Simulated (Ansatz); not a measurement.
Mulliken charges of F2HSSn, SMILES `[F][Sn]([F])[SH]` radical from ωB97M-V/def2-TZVPP in Ansatz (PBE0-D4/def2-TZVP geometry).

| atom | x (Å) | y (Å) | z (Å) | charge (e) |
| --- | --- | --- | --- | --- |
| F1 | -0.176 | -1.778 | 1.445 | -0.461 |
| Sn2 | 0.262 | -0.013 | 0.832 | 1.054 |
| F3 | 1.933 | -0.263 | -0.085 | -0.462 |
| S4 | -1.413 | 0.561 | -0.823 | -0.270 |
| H5 | -0.557 | 1.419 | -1.409 | 0.139 |

**Question.** By hand: the dipole of these point charges (1 e Å = 4.8032 D).

**Answer.** Σ q r = (-0.232, 0.973, 0.276) e Å, of length 1.038 e Å = 4.99 D.

**Question.** How does the dipole of the full density compare? (Best estimate.)

**Answer.** The calculation gave: (-0.190, 0.650, 0.093) e Å, 3.28 D; the point charges give 1.52 times that, at 8° from its direction.

Point charges leave out the atoms' own dipoles, such as those of lone pairs, and Mulliken's split depends on the basis, so the two needn't agree.
